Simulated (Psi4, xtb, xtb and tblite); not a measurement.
Internal rotation in C4H5NO, SMILES CC(=O)CC#N. Scanned: dihedral O3–C2–C4–C5; all other coordinates were relaxed at GFN2-xTB. Points at φ and −φ are mirror images. Heavy atoms are numbered in the order of the SMILES CC(=O)CC#N, hydrogens after them in the order of the atoms that carry them; the mirror image has the same energies with the sign of each dihedral reversed.

- GFN1-xTB // GFN2-xTB (xtb)
- PBE-D3(BJ)/def2-TZVP // GFN2-xTB (Psi4)
- GFN2-xTB (xtb and tblite)

Energies in kJ/mol, each method relative to its own lowest point.

```tsv
φ / °	GFN1-xTB	PBE-D3(BJ)/def2-TZVP	GFN2-xTB
-150	0.0	0.0	0.2
-120	1.2	2.3	0.0
-90	4.0	6.5	2.1
-60	7.6	10.1	6.5
-30	9.1	8.0	8.8
0	9.8	6.7	9.9
30	9.1	8.0	8.8
60	7.6	10.1	6.5
90	4.0	6.5	2.1
120	1.2	2.3	0.0
150	0.0	0.0	0.2
180	0.1	0.2	1.3
```
